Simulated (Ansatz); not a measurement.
Geometry optimisation, RKS B3LYP-D4/def2-SVP (Ansatz 0.2.0).

The input (input.yaml):

```yaml
crystal:
  periodic: [false, false, false]
  atoms:
    - { symbol: C, position_ang: [-0.9493, 0.978, 0.0427] }
    - { symbol: C, position_ang: [-0.1102, -0.1947, 0.2646] }
    - { symbol: "N", position_ang: [1.2576, 0.2221, 0.3529] }
    - { symbol: Te, position_ang: [-0.2867, -1.602, -1.3391] }
    - { symbol: H, position_ang: [-0.7288, 1.512, -0.9439] }
    - { symbol: H, position_ang: [-0.8755, 1.7653, 0.8608] }
    - { symbol: H, position_ang: [-2.0348, 0.7098, -0.0071] }
    - { symbol: H, position_ang: [-0.3747, -0.6636, 1.2091] }
    - { symbol: H, position_ang: [1.87312, -0.53157, 0.63574] }
    - { symbol: H, position_ang: [1.34003, 0.99018, 1.0991] }
    - { symbol: H, position_ang: [0.6919, -2.7275, -0.5146] }
basis:
  gaussian: { orbitals: def2-SVP }
hamiltonian:
  xc: b3lyp
  dispersion: d4
relax:
  f_tol: 0.015
  max_steps: 40
```

Run as:

```bash
$ ansatz run input.yaml --threads 2 --pin off --max-ram 3072MiB --backend cpu --events-out ev --progress --plain --runs-dir out
```

Q: Where does it end, and by what steps?

A: The run converged. The force dipped under the threshold on the way, but the program's further checks kept it going. After 32 steps the energy has fallen by 0.383 eV; H11 moved furthest, 1.59 Å.

```json
{"step": "0", "energy less start (eV)": "0.0000", "largest force component (eV/Å)": "2.466", "accepted": "yes"}
{"step": "2", "energy less start (eV)": "-0.3132", "largest force component (eV/Å)": "0.270", "accepted": "yes"}
{"step": "4", "energy less start (eV)": "-0.3213", "largest force component (eV/Å)": "0.118", "accepted": "yes"}
{"step": "6", "energy less start (eV)": "-0.3223", "largest force component (eV/Å)": "0.059", "accepted": "yes"}
{"step": "8", "energy less start (eV)": "-0.3232", "largest force component (eV/Å)": "0.008", "accepted": "yes"}
{"step": "10", "energy less start (eV)": "-0.3233", "largest force component (eV/Å)": "0.022", "accepted": "yes"}
{"step": "12", "energy less start (eV)": "-0.3235", "largest force component (eV/Å)": "0.044", "accepted": "yes"}
{"step": "14", "energy less start (eV)": "-0.3236", "largest force component (eV/Å)": "0.027", "accepted": "yes"}
{"step": "16", "energy less start (eV)": "-0.3243", "largest force component (eV/Å)": "0.075", "accepted": "yes"}
{"step": "18", "energy less start (eV)": "-0.3256", "largest force component (eV/Å)": "0.161", "accepted": "yes"}
{"step": "20", "energy less start (eV)": "-0.3274", "largest force component (eV/Å)": "0.411", "accepted": "yes"}
{"step": "22", "energy less start (eV)": "-0.3396", "largest force component (eV/Å)": "0.183", "accepted": "yes"}
{"step": "24", "energy less start (eV)": "-0.3558", "largest force component (eV/Å)": "0.189", "accepted": "yes"}
{"step": "26", "energy less start (eV)": "-0.3770", "largest force component (eV/Å)": "0.221", "accepted": "yes"}
{"step": "28", "energy less start (eV)": "-0.3760", "largest force component (eV/Å)": "0.457", "accepted": "no"}
{"step": "30", "energy less start (eV)": "-0.3826", "largest force component (eV/Å)": "0.037", "accepted": "yes"}
{"step": "32", "energy less start (eV)": "-0.3834", "largest force component (eV/Å)": "0.008", "accepted": "yes"}
```

```xyz
11
Properties=species:S:1:pos:R:3
C -0.965 0.805 0.061
C 0.158 -0.181 0.331
N 1.433 0.493 0.388
Te 0.365 -1.669 -1.321
H -0.770 1.376 -0.859
H -1.044 1.521 0.902
H -1.935 0.297 -0.039
H -0.085 -0.801 1.214
H 2.155 -0.095 0.803
H 1.369 1.353 0.935
H -0.879 -2.640 -0.756
```

Whether the end is a true minimum wasn't checked by a vibrational analysis.

Run time: 73 s on 2 threads of Intel(R) Xeon(R) 6975P-C (Granite Rapids), on a shared host, peak memory 0.27 GiB.
